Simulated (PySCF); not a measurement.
One entry of a table of gas-phase calculations, keyed by method. Lists by class give the value and the number of equivalent atoms.

```json
{
 "name": "cycloheptane",
 "formula": "C7H14",
 "smiles": "C1CCCCCC1",
 "charge": 0,
 "multiplicity": 1,
 "geometry_level": "PBE0-D3(BJ)/def2-SVP",
 "atoms_angstrom": [
  ["C", -0.192, -1.701, 0.357],
  ["C", 1.07, -1.141, -0.305],
  ["C", 1.574, 0.202, 0.226],
  ["C", 0.902, 1.41, -0.427],
  ["C", -0.564, 1.64, -0.076],
  ["C", -1.504, 0.451, -0.277],
  ["C", -1.277, -0.685, 0.722],
  ["H", 0.088, -2.244, 1.276],
  ["H", -0.619, -2.465, -0.316],
  ["H", 1.865, -1.898, -0.217],
  ["H", 0.897, -1.03, -1.39],
  ["H", 1.463, 0.249, 1.324],
  ["H", 2.658, 0.273, 0.035],
  ["H", 0.998, 1.3, -1.523],
  ["H", 1.466, 2.322, -0.169],
  ["H", -0.93, 2.496, -0.668],
  ["H", -0.637, 1.955, 0.981],
  ["H", -1.429, 0.074, -1.313],
  ["H", -2.539, 0.816, -0.169],
  ["H", -1.042, -0.23, 1.7],
  ["H", -2.22, -1.234, 0.879]
 ],
 "electronic_structure_code": "PySCF",
 "results": {
  "PBE0-D3(BJ)/def2-SVP geometry optimisation, gas phase": {
   "point_group": "C2",
   "rotational_constants_GHz": [3.15, 2.862, 1.723]
  },
  "PBE0/def2-SVPD ground state, ΔSCF and vertical TDDFT (core frozen in the response)": {
   "dipole_D": 0.01,
   "homo_eV": -8.45,
   "lumo_eV": 0.74,
   "S1_eV": 8.08,
   "strongest_line_of_10_singlets_eV": 8.79,
   "T1_tda_eV": 7.85,
   "polarisability_au": 81.8,
   "vertical_ip_eV": 10.28,
   "r2_bohr2_about_centre_of_nuclear_charge": 814.1,
   "singlets_eV_and_f": [
    [8.08, 0.006],
    [8.15, 0.0],
    [8.23, 0.001],
    [8.5, 0.009],
    [8.59, 0.004],
    [8.63, 0.006],
    [8.64, 0.001],
    [8.66, 0.014],
    [8.71, 0.005],
    [8.79, 0.027]
   ],
   "triplets_tda_eV": [7.85, 7.93, 8.02, 8.27]
  },
  "HF/pcSseg-1 ground state and GIAO shieldings, non-relativistic": {
   "shift_vs_computed_TMS_C_by_class_ppm": [
    [26.8, 7]
   ],
   "shift_vs_computed_TMS_H_by_class_ppm": [
    [1.21, 14]
   ]
  },
  "B3LYP/pcJ-1 indirect spin-spin coupling, non-relativistic, gas phase; spin–dipole term left out": {
   "largest_one_bond_couplings_by_class_Hz": [
    ["13C–1H", 129.6, 14],
    ["13C–13C", 35.6, 7]
   ]
  },
  "delta-SCF UKS SCAN, pcX-2 on the ionised atom, pcseg-1 elsewhere, spin-free X2C": {
   "core_binding_eV": [
    ["C1s", 290.23, 7]
   ]
  }
 }
}
```

The polarisability is 12.12 Å³ as a volume (1 au = 0.148185 Å³), or 1.46 au for each of the 56 electrons. S1 lies 1.11 eV below the HOMO–LUMO gap; its leading configuration is HOMO→LUMO, weight 0.93.

One conformer (not necessarily the lowest) at the PBE0-D3(BJ)/def2-SVP geometry, without solvent or vibrations. NMR classes are plain means over equivalent atoms (diastereotopic ones count apart unless rotation or inversion swaps them), as if these changed places fast; in this geometry the members of some classes differ.
